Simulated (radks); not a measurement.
Values are calculated unless marked as measured or tabulated.
Question: The mean radii <r> (bohr) of the occupied orbitals of an atom or ion are listed with their occupations. Level of theory: scalar-relativistic Kohn-Sham, PBE, spin-polarised, spherical densities, finite nucleus; Fermi nuclear charge, rms radius of each element as measured or else 0.836 A^(1/3) + 0.57 fm (a radial shooting solver on a logarithmic mesh with Libxc functionals).

| orbital | occ. | <r> |
|---|---|---|
| 1s up | 1 | 0.03517 |
| 1s down | 1 | 0.03517 |
| 2s up | 1 | 0.1537 |
| 2s down | 1 | 0.1537 |
| 2p up | 3 | 0.1340 |
| 2p down | 3 | 0.1339 |
| 3s up | 1 | 0.4289 |
| 3s down | 1 | 0.4289 |
| 3p up | 3 | 0.4306 |
| 3p down | 3 | 0.4306 |
| 3d up | 5 | 0.4154 |
| 3d down | 5 | 0.4152 |
| 4s up | 1 | 1.112 |
| 4s down | 1 | 1.103 |
| 4p up | 3 | 1.244 |
| 4p down | 3 | 1.232 |
| 5s up | 1 | 3.475 |
| 4d up | 5 | 1.967 |

Name the element and its charge. Open shells, if any, are filled with parallel spins first.

Answer: Z = 42, molybdenum, charge 0: Mo in [Kr] 4d5 5s1. The 1s radius gives Z: for a bare nucleus <r> = (2 gamma + 1)/(2Z) with gamma = sqrt(1 - (Z/c)^2), 0.03457 bohr for Z = 42, and screening makes it slightly larger (0.03517 here). The occupations add up to 42, and the charge is Z minus that.
